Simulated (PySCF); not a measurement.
# ECD: `C=C[C@]12CC=C[C@H]1C2`, C₈H₁₀

Geometry:
| atom | x (Å) | y (Å) | z (Å) |
| --- | --- | --- | --- |
| C1 | 2.604 | 0.457 | -0.252 |
| C2 | 1.415 | 0.990 | -0.016 |
| C3 | 0.120 | 0.309 | -0.158 |
| C4 | -1.139 | 1.040 | 0.292 |
| C5 | -2.011 | -0.047 | 0.853 |
| C6 | -1.420 | -1.234 | 0.830 |
| C7 | -0.091 | -1.163 | 0.188 |
| C8 | -0.105 | -0.712 | -1.243 |
| H9 | 2.725 | -0.562 | -0.581 |
| H10 | 3.510 | 1.022 | -0.121 |
| H11 | 1.351 | 2.018 | 0.322 |
| H12 | -1.628 | 1.559 | -0.537 |
| H13 | -0.913 | 1.787 | 1.058 |
| H14 | -2.995 | 0.166 | 1.232 |
| H15 | -1.824 | -2.157 | 1.208 |
| H16 | 0.710 | -1.797 | 0.538 |
| H17 | -1.054 | -0.698 | -1.760 |
| H18 | 0.737 | -0.971 | -1.866 |

Computed with TDDFT CAM-B3LYP/def2-SVPD circular dichroism and optical rotation, one conformer, gas phase (PySCF). Geometry: GFN2-xTB.

The molecule is flexible and this is one conformer; a measurement averages over conformers. States above about 7.9 eV (minus the energy of the highest occupied orbital) lie near or above the ionisation threshold and depend on the basis.

(1) What are the CIP labels of the stereocentres?

(2) List the lowest 12 singlet excitations with oscillator and rotatory strengths.

Answers

(1) C3 R, C7 R.

(2) Rotatory strengths R in 10⁻⁴⁰ esu² cm², velocity form and length form (origin at the centre of mass); f in length form.
```tsv
state	E (eV)	λ (nm)	f	R (velocity)	R (length)	main
1	6.17	201	0.272	+181.7	+184.4	HOMO→LUMO 0.81
2	6.46	192	0.065	-143.9	-133.9	HOMO→LUMO+1 0.76, HOMO→LUMO 0.10
3	6.60	188	0.050	-89.4	-90.5	HOMO−1→LUMO 0.91
4	6.70	185	0.035	+30.7	+23.0	HOMO→LUMO+2 0.72
5	6.77	183	0.061	+83.8	+83.7	HOMO−1→LUMO+1 0.83
6	6.95	178	0.024	-95.7	-98.5	HOMO−1→LUMO+2 0.63, HOMO→LUMO+4 0.16
7	7.20	172	0.003	+0.2	+0.1	HOMO→LUMO+3 0.58, HOMO→LUMO+4 0.21
8	7.47	166	0.003	-0.4	-0.7	HOMO−1→LUMO+3 0.47, HOMO→LUMO+6 0.15
9	7.62	163	0.029	-4.0	-1.8	HOMO→LUMO+4 0.22, HOMO−1→LUMO+2 0.14
10	7.68	161	0.016	+13.3	+16.3	HOMO→LUMO+5 0.35, HOMO−1→LUMO+4 0.12
11	7.79	159	0.051	+7.3	+6.3	HOMO→LUMO+7 0.30, HOMO−1→LUMO+4 0.27
12	7.97	155	0.002	-5.1	-4.6	HOMO−1→LUMO+5 0.39, HOMO→LUMO+6 0.24
```

Among the states computed, the strongest CD band (largest |R|) is state 1. The largest dissymmetry factor in size, g = 4R/(D+G), with D and G the electric and magnetic dipole strengths, is -0.04 for state 6 (velocity form, f = 0.025), among bands with |R| over 0.5. The mirror image has the same energies and oscillator strengths and all R with the opposite sign.
